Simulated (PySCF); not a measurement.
## Excitation energy of Tc⁺ by level of theory

Tc⁺ [Kr] 4d5 5s1 (7S) → Tc⁺ [Kr] 4d6 (5D), as a difference of total energies. All numbers are calculated (PySCF 2.14, scalar relativity by spin-free X2C-1e, in x2c-QZVPPall). Correlated levels: valence: [Kr] frozen; valence and next inner shell: [Ar] 3d10 frozen. The calculations carry no spin-orbit coupling.

```
                                method  excitation energy (eV)
                                   UHF                   1.443
                                   LDA                   0.520
                                   PBE                   0.520
                                  PBE0                   0.548
                                r2SCAN                   0.903
                         MP2 (valence)                   0.655
                     SCS-MP2 (valence)                   0.015
    MP2 (valence and next inner shell)                   0.829
SCS-MP2 (valence and next inner shell)                   0.412
```

How much does correlation contribute at MP2 (valence and next inner shell)?

0.829 − (1.443) = -0.614 eV, measured against UHF.

A first-order spin-orbit estimate (lowest level to lowest level, LS coupling) adds -0.105 eV.
